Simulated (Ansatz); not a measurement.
Basis-set series for FH₃O₂Si₂ (`O[Si]1(F)O[SiH2]1`). The species carries charge 0 and has multiplicity 1. The geometry is a stationary point of PBE0-D4/def2-TZVP. It is one conformer, not always the lowest.

```tsv
functional	basis	functions	energy (Eh)	HOMO (eV)	LUMO (eV)
PBE0-D4	def2-SVP	93	-830.32923	-7.13	-0.87
PBE0-D4	def2-QZVPP	401	-830.90638	-7.25	-1.19
ωB97M-V	def2-SVP	93	-830.71676	-9.19	1.05
ωB97M-V	def2-QZVPP	401	-831.29696	-9.35	0.49
```

**Question.** Give the rows for def2-TZVPP. (Best estimate.)

**Answer.** Computed: 
| functional | basis | functions | energy (Eh) | HOMO (eV) | LUMO (eV) |
| --- | --- | --- | --- | --- | --- |
| PBE0-D4 | def2-TZVPP | 219 | -830.87125 | -7.21 | -1.09 |
| ωB97M-V | def2-TZVPP | 219 | -831.26411 | -9.30 | 0.70 |

Positive LUMOs are unbound and depend on the basis.
